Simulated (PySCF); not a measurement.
NICS in isomers of C6H9N3.

NICS is the negative of the GIAO shielding at a point without a nucleus: at the ring centre (0) and 1 Å above and below it (1); zz is the component along the ring normal. Level: GIAO PBE0/pcSseg-1 (PySCF, non-relativistic, gas phase) on the GFN2-xTB geometries, one conformer each. Atom numbers follow the mapped SMILES.

Task: Order these rings by mean NICS(1)zz, lowest (most negative) first (ppm).
A. ring C3–C4–C5–N7–N8–N9 in `[CH3:1][CH2:2][c:3]1[cH:4][c:5]([CH3:6])[n:7][n:8][n:9]1`
B. ring N4–N5–C6–C7–N9 in `[CH2:1]=[CH:2][CH2:3][n:4]1[n:5][cH:6][c:7]([CH3:8])[n:9]1`
C. ring N3–C4–C5–N8–N9 in `[CH2:1]=[CH:2][n:3]1[cH:4][c:5]([CH2:6][CH3:7])[n:8][n:9]1`
D. ring N3–C4–N6–N7–C8 in `[CH2:1]=[CH:2][n:3]1[c:4]([CH3:5])[n:6][n:7][c:8]1[CH3:9]`

Result: B (-32.5), C (-29.4), A (-26.7), D (-25.2).

```csv
SMILES,ring,NICS(0),NICS(1),NICS(1)zz,HOMA,rms pucker (Å),ring atoms with four or more neighbours
C=CCn1ncc(C)n1,5-membered ring with 3 N; formal bonds all aromatic,-13.0,-13.1,-32.5,0.99,0.00,0
C=Cn1cc(CC)nn1,5-membered ring with 3 N; formal bonds all aromatic,-11.0,-12.2,-29.4,0.91,0.00,0
CCc1cc(C)nnn1,6-membered ring with 3 N; formal bonds all aromatic,-4.3,-11.4,-26.7,0.98,0.00,0
C=Cn1c(C)nnc1C,5-membered ring with 3 N; formal bonds all aromatic,-9.4,-10.2,-25.2,0.81,0.00,0
```

NICS(0) gives another order. The isotropic NICS(1) gives the same order. Over the 4 rings with a HOMA value its correlation coefficient with NICS(1)zz is -0.66. HOMA uses Krygowski's 1993 parameters. NICS(1) and NICS(1)zz are means over the two faces.
